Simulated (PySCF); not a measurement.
Be (beryllium, neutral) across methods

[He] 2p2, high-spin 3P determinant (an excited configuration). Calculation: PySCF 2.14, in aug-cc-pCVTZ-DK (7s6p4d2f, 59 functions); the spin-free X2C one-electron Hamiltonian (Gaussian nucleus). The B2PLYP total includes its PT2 part (frozen core); its orbital energies are those of the SCF part.

```
method  E (hartree)  mean ε 1s α (eV)  mean ε 1s β (eV)  mean ε 2p α (eV)  Σ⟨r²⟩ (bohr²)   ⟨S²⟩
r2SCAN     -14.4289           -110.54           -110.20            -3.531          21.05  2.000
   PBE     -14.4140           -108.11           -107.69            -3.412          21.06  2.000
   UHF    -14.33838           -130.76           -130.44            -6.037          22.12  2.000
  PW91     -14.4314           -108.31           -107.88            -3.438          20.95  2.000
  PBE0     -14.4102           -113.93           -113.53            -4.156          21.12  2.000
B2PLYP     -14.4039           -120.41           -120.09            -4.731          21.46  2.000
M06-2X     -14.4208           -119.35           -119.24            -4.697          21.69  2.000
   LDA     -14.2300           -106.75           -106.35            -3.390          21.33  2.000
revPBE     -14.4469           -108.27           -107.90            -3.412          21.04  2.000
```
